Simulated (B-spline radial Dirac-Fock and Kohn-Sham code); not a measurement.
**K-line shifts caused by a second vacancy in Mo⁺**

System: molybdenum as Mo⁺, 1s2 2s2 2p6 3s2 3p6 3d10 4s2 4p6 4d5.

Method: relaxed Dirac-Fock hole states (ΔSCF) with Breit and QED corrections and a finite nucleus. Computed with an atomic code on a B-spline grid. Each two-hole energy is an average over J within one jj subconfiguration, not an observable level; in light atoms, where LS coupling holds, the j-resolved values are not observed lines, and for a K spectator the Kα1 hypersatellite is nearly forbidden. No correlation.

Lines without a spectator: Kα2 (K-L2) 17372.9 eV, Kα1 (K-L3) 17477.9 eV, Kβ3 (K-M2) 19585.7 eV, Kβ1 (K-M3) 19603.4 eV. Shifts in eV with one spectator hole (a dash: not computed, or left out as unreliable):

| spectator hole | Kα2 | Kα1 | Kβ3 | Kβ1 |
| --- | --- | --- | --- | --- |
| K (1s) | +467.1 | +477.3 | +592.2 | +594.2 |
| L2 (2p1/2) | +49.0 | +61.0 | – | +131.9 |
| L3 (2p3/2) | +50.8 | +50.0 | +120.9 | – |
| M2 (3p1/2) | – | +6.03 | +13.91 | +17.21 |
| M3 (3p3/2) | +4.79 | – | +15.18 | +14.59 |
| M4 (3d3/2) | +0.37 | -1.65 | – | – |
| M5 (3d5/2) | -1.92 | -0.53 | – | – |

With n spectator holes in 2p, averaged over the 2p shell (energies in eV):

| n | KαLⁿ | step | hypersatellite KαʰLⁿ |
| --- | --- | --- | --- |
| 0 | 17442.9 | – | 17916.8 |
| 1 | 17496.0 | +53.1 | 17971.2 |
| 2 | 17550.2 | +54.3 | 18026.8 |
| 3 | 17605.6 | +55.4 | 18083.6 |
| 4 | 17662.3 | +56.6 | 18141.5 |
| 5 | 17720.1 | +57.8 | 18200.7 |
